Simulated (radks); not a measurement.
Task: The mean radii <r> (bohr) of the occupied orbitals of an atom or ion are listed with their occupations. Method: non-relativistic Kohn-Sham, PBE, spin-polarised, spherical densities, point nucleus; computed with a radial shooting solver on a logarithmic mesh with Libxc functionals.

orbital  occ.      <r>
1s down     1  0.06419
1s up       1  0.06419
2s up       1   0.2962
2s down     1   0.2958
2p up       3   0.2612
2p down     3   0.2607
3s up       1   0.9052
3s down     1   0.9074
3p up       3   0.9580
3p down     3   0.9627
3d up       4    1.205

Name the element and its charge. Open shells, if any, are filled with parallel spins first.

Result: Z = 24, chromium, charge +2: Cr2+ in [Ar] 3d4. The 1s radius gives Z: for a bare nucleus <r> = 1.5/Z, 0.0625 bohr for Z = 24, and screening makes it slightly larger (0.06419 here). The occupations add up to 22, and the charge is Z minus that.
